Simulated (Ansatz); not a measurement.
`[OH][GeH]([F])[CH2]Cl` + H–F → `FCCl` + `[OH][GeH2][F]`  (substitution at a C–Ge bond)

Gas-phase electronic energies from Ansatz, PBE0-D4/def2-TZVP geometries. CCSD(T)/CBS is the MP2 limit (def2-TZVPP, def2-QZVPP) plus CCSD(T) − MP2 in def2-TZVPP, frozen cores. This one scheme is used for every species. Functionals use def2-TZVPP. For Ge outer-core shells are correlated without core-valence functions, which leaves a few kJ/mol of doubt a bond. Scalar relativity is left out up to krypton. Each species was taken in one conformer, which may not be the lowest.

```
             level  ΔE (kJ/mol)
            PBE-D4         59.8
           ωB97X-V         57.9
            B2PLYP         60.1
SCS-MP2/def2-QZVPP         74.2
```

Problem. What does CCSD(T)/CBS give? (Best estimate.)

Solution. The calculation gave: +77.4 kJ/mol. The listed levels differ from it by -17.6, -19.5, -17.3, -3.2 kJ/mol.

Largest T1 diagnostic among the species: 0.012.

The D4 term adds +9.6 kJ/mol with B3LYP and +5.4 kJ/mol with PBE0; it sums over pairs of atoms, weighted by their polarisabilities, and B3LYP, whose exchange is more repulsive, gets the larger term. In def2-TZVPP, CCSD(T) changes the Hartree–Fock value by +27.3 kJ/mol (the triples alone add +2.2 kJ/mol) and MP2 by +37.4 kJ/mol. From PBE to PBE0 (25 % exact exchange), in def2-TZVPP and without D4, ΔE moves by +5.1 kJ/mol.

B3LYP here is the variant with VWN-RPA as its local correlation; programs differ in this.
